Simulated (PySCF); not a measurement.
Static response to an electric field

Species: C9H8O.
Atom-mapped SMILES: `[CH2:1]=[CH:2][c:3]1[cH:4][cH:5][c:6]([CH:7]=[O:8])[cH:9][cH:10]1` (hydrogens: H11, H12 on C1; H13 on C2; H14 on C4; H15 on C5; H16 on C7; H17 on C9; H18 on C10)

Geometry (PBE0-D3(BJ)/def2-SVP, Å), atoms numbered from 1 in this order:
```xyz
18
C9H8O angstrom
C     -3.3445    0.2632   -0.8448
C     -2.4427   -0.4455   -0.1545
C     -0.9914   -0.2334   -0.1173
C     -0.2014   -1.0882    0.6738
C      1.1741   -0.9314    0.7482
C      1.8001    0.0916    0.0266
C      3.2646    0.2645    0.1046
O      3.9989   -0.4240    0.7684
C      1.0256    0.9480   -0.7654
C     -0.3504    0.7898   -0.8373
H     -3.0682    1.1101   -1.4783
H     -4.4064    0.0137   -0.7967
H     -2.7989   -1.2805    0.4587
H     -0.6892   -1.8876    1.2373
H      1.7946   -1.5892    1.3608
H      3.6665    1.1070   -0.5163
H      1.5157    1.7472   -1.3293
H     -0.9371    1.4678   -1.4596
```

Level: CAM-B3LYP/def2-SVPD (PySCF), static field, nuclei fixed, core orbitals frozen in the response. The polarisability tensor in these axes (au):

```
x   179.93  -1.88  18.67
y    -1.88  90.14 -23.60
z    18.67 -23.60  82.26
```

**Question.** Give the principal values, the mean and the anisotropy Δα = √{½[(α1 − α2)² + (α2 − α3)² + (α1 − α3)²]}.

**Answer.** Principal values 60.80, 107.73 and 183.80 au; mean 117.44 au = 17.40 Å³ = 19.36 × 10⁻⁴⁰ C²·m²/J; Δα = 107.52 au (92 % of the mean).

**Question.** What is the dipole moment, and where does it point?

**Answer.** (-3.28, 1.10, -1.37) D, 3.72 D in size, pointing from the negative to the positive side. Measured along this direction, the outermost atoms are O8 at the negative end and H12 at the positive end.

**Question.** What molar refraction does this α imply?

**Answer.** Lorentz–Lorenz: R = (4π/3)N_A α = 2.5225 cm³/(mol·Å³) × 17.40 Å³ = 43.9 cm³/mol, in the limit of long wavelengths.

**Question.** Find the Langevin capture rate constant for O2+ (31.990 u) meeting this molecule (132.058 u), k = 2.342 × 10⁻⁹ cm³/s × √(α in Å³ / reduced mass in u).

**Answer.** The reduced mass is 25.75 u, so k = 1.93 × 10⁻⁹ cm³/s. The formula leaves out the permanent dipole, which adds to the capture rate.

**Question.** In TDDFT the mean static polarisability is Σ f/ω² over all singlet excitations (ω in hartree). How much of it do the 6 lowest give? Their energies (eV) and oscillator strengths: 3.85, 0.0002; 4.58, 0.5750; 4.75, 0.0151; 6.01, 0.1993; 6.41, 0.1172; 6.62, 0.0834.

**Answer.** They add up to 28.43 au, 24.2 % of the 117.44 au; the largest single term is 20.32 au, from the state at 4.58 eV. Terms in order: 0.01, 20.32, 0.49, 4.09, 2.11, 1.41 au. Higher excitations give the rest. The strengths listed sum to 0.990.

**Question.** What depolarisation ratio follows for Rayleigh scattering of linearly polarised light, taking the static tensor?

**Answer.** ρ = 3Δα²/(45ᾱ² + 4Δα²) = 34679.0/(620692 + 46238.6) = 0.052.

**Question.** How large is μ²/3kT at 500 K beside α?

**Answer.** In Gaussian units μ²/3kT = 66.91 Å³ against 17.40 Å³, a ratio of 3.84; the Debye molar polarisation (4π/3)N_A(α + μ²/3kT) is 212.7 cm³/mol, leaving out the vibrational part.

The structure is a single PBE0-D3(BJ)/def2-SVP conformer in the gas phase; no vibrational or solvent corrections.
